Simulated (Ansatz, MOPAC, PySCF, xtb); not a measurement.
Diatomic GeRu, closed-shell singlet (lowest of 2S+1 = 1, 3, 5, 7 at CCSD(T)/def2-TZVPP on PBE0 minima; our sources give no spin for the ground state, which may be another). No spin–orbit coupling. Ge is treated without relativity. The T1 diagnostic near the minimum is 0.066, so single-reference values are doubtful.

Constants: fifth-degree fit in 1/R to seven points, most abundant isotopes. In def2 and cc sets the state is the lowest found near the PBE0 minimum, followed along R. The singlet is held restricted.

Codes used: Ansatz (a program for electronic structure) with Gaussian orbitals; MOPAC for PM7 (differences of heats of formation); PySCF for LANL2DZ rows; xtb for the GFN methods.  In def2 rows elements past Kr take small-core potentials, without spin–orbit coupling.

```
level                 r_e (Å)  ω_e (cm⁻¹)  α_e (cm⁻¹)  B_e (cm⁻¹)  dipole (D)
--------------------  -------  ----------  ----------  ----------  ----------
PM7                     2.151         305     0.00014      0.0850           -
GFN2-xTB                2.200         389     0.00048      0.0813           -
SVWN5/def2-TZVPP        2.127         396     0.00025      0.0870        1.89
PBE/def2-TZVPP          2.159         376     0.00025      0.0844        2.02
r2SCAN/def2-TZVPP       2.134         395     0.00025      0.0864        2.35
B97M-V/def2-TZVPP       2.146         382     0.00026      0.0854        2.18
B3LYP/LANL2DZ           2.190         363     0.00025      0.0821        1.58
B3LYP/def2-TZVPP        2.149         383     0.00026      0.0852        1.97
PBE0/def2-TZVPP         2.128         397     0.00025      0.0869        2.13
BHLYP/def2-TZVPP        2.119         395     0.00030      0.0877        2.10
CAM-B3LYP/def2-TZVPP    2.119         403     0.00026      0.0876        2.07
wB97X-V/def2-TZVPP      2.109         412     0.00026      0.0885        2.29
wB97M-V/def2-TZVPP      2.110         412     0.00026      0.0884        2.08
B2PLYP/def2-TZVPP       2.207         366     0.00023      0.0808           -
```

Correlated levels freeze the inner cores; with def2 sets outer-core shells near the valence are correlated too. Rows in LANL2DZ carry no dispersion term and start afresh at each structure. LANL2DZ brings its own core potentials from Na on. The state that PM7 reach isn't checked; PM7 holds dispersion and hydrogen-bond terms.

Doubts at one or more of the structures used: a restricted determinant that unrestricted orbitals would lower (B2PLYP/def2-TZVPP).
